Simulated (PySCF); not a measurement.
**How methods differ on the excitation energy of Co²⁺**

Co²⁺ [Ar] 3d7 (4F) → Co²⁺ [Ar] 3d6 4s1 (6D), as a difference of total energies. Computed with PySCF 2.14 in def2-TZVPPD (6s6p4d2f1g, 67 functions), with no relativity, point nucleus. Correlated levels: valence and next inner shell: [Ne] frozen. The calculations carry no spin-orbit coupling.

```json
{"method": "UHF", "excitation energy (cm⁻¹)": "40614"}
{"method": "MP2 (valence and next inner shell)", "excitation energy (cm⁻¹)": "52198"}
{"method": "SCS-MP2 (valence and next inner shell)", "excitation energy (cm⁻¹)": "53321"}
{"method": "CCSD (valence and next inner shell)", "excitation energy (cm⁻¹)": "49396"}
{"method": "CCSD(T) (valence and next inner shell)", "excitation energy (cm⁻¹)": "49576"}
```

A first-order spin-orbit estimate (lowest level to lowest level, LS coupling) adds 0.027 eV.
